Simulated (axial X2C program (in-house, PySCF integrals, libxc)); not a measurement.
Bond lengths and stretching modes, held linear, of FWF

Calculated with an in-house all-electron X2C program for linear molecules (integrals from PySCF): two-component X2C with atomic mean-field Coulomb and Gaunt terms, Gaussian nuclei, basis F dyall-av3z, W dyall-v3z with contracted cores. Spin-free rows use the one-electron spin-free X2C Hamiltonian.

Masses F 18.998, W 183.951, F 18.998 u. States: 2c Ω = 1 (beyond evenly filled blocks: ω = -3/2, ω = 5/2); spin-free M_S = 1, Λ = 0 (beyond evenly filled blocks: δ+α, δ-α).

MP2, spin-free: energies above the lowest point

```
r(F–W) (Å)  r(W–F) (Å)  E (meV)
    1.8037      1.8037     5.81
    1.8037      1.8500     0.00
    1.8037      1.8962    59.40
    1.8500      1.8037     0.00
    1.8500      1.8500     2.89
    1.8500      1.8962    69.95
    1.8500      1.9425   186.73
    1.8962      1.8037    59.40
    1.8962      1.8500    69.95
    1.8962      1.8962   143.78
    1.9425      1.8500   186.73
    1.9425      1.9425   394.51
```

**Question.** Fit a quadratic surface with cubic terms in each bond: where is the minimum, and what are the two stretching wavenumbers?

**Answer.** At MP2, spin-free: bonds 1.827 and 1.827 Å; harmonic stretches 719.4 and 720.9 cm⁻¹; force constants 5.31, 5.31 and coupling 0.51 mdyn/Å.

The other levels and Hamiltonians give:

| Hamiltonian | level | r(F–W) (Å) | r(W–F) (Å) | lower stretch (cm⁻¹) | upper stretch (cm⁻¹) |
| --- | --- | --- | --- | --- | --- |
| 2c | HF | 1.907 | 1.907 | 629.4 | 663.5 |
| 2c | MP2 | 1.907 | 1.907 | 623.5 | 647.2 |
| spin-free | PBE0 | 1.814 | 1.814 | 723.3 | 725.4 |
| spin-free | HF | 1.828 | 1.828 | 718.4 | 725.7 |
| spin-free | PBE | 1.826 | 1.826 | 707.7 | 708.1 |

Each state is one determinant, the lowest of a limited PBE0 search; the stretches come from a fit to these few points and carry an uncertainty of a few per cent. Other orders of the atoms were not compared. Left out for rough or failed fits: PBE0 2c, PBE 2c. MP2 freezes inner shells (threshold -2 hartree). The molecule was held linear; bending was not examined, so a bent shape may lie lower. Open-shell Ω = 0 determinants with evenly filled partner blocks cannot be reached by this program, so the Ω shown need not be the lowest component. Note: several unpaired electrons, one determinant need not be a pure state.
